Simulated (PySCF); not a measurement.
# Electron correlation in Pt⁺ (platinum, charge +1)

[Xe] 4f14 5d8 6s1, high-spin 4F determinant (an excited configuration). Calculation: PySCF 2.14, in ANO-RCC-VTZP; scalar relativity by spin-free X2C-1e. Frozen: [Kr] 4d10 4f14; 17 electrons correlated.

```tsv
level	correlation energy (mhartree)
CCSD	-461.16
(T)	-12.49
CCSD(T)	-473.65
```

Diagnostics: T1 = 0.0083, D1 = 0.0286, largest double amplitude 0.021.

Task: Is a single reference adequate?

Result: Yes, within this model without spin-orbit coupling: T1 lies below 0.03 and no double amplitude reaches 0.07.
